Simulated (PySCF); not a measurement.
C2H7NOSi2, SMILES [SiH3]C1=NC[SiH2]O1.

Geometry optimised at PBE0-D3(BJ)/def2-SVP. The structure was generated by enumeration, and PubChem lists no compound with its InChIKey, so it may never have been made. One conformer was computed; it need not be the lowest.

Computed with SMD-PBE0/def2-SVP (PySCF).

Solvation free energies are E(SMD) − E(gas) at the gas-phase geometry, for 1 M in both phases. In vacuum the dipole moment is 1.67 D.

### Question
Estimate the solvation free energies in water, cyclohexanone, tetrahydrofuran. (The exact figures need the calculation; the answer reports its results.)

### Answer

```tsv
solvent	ΔG(solv) (kcal/mol)	its non-electrostatic (CDS) part	dipole (D)
water	-1.4	3.3	2.25
cyclohexanone	-2.7	1.0	2.18
tetrahydrofuran	-2.8	0.4	2.12
```
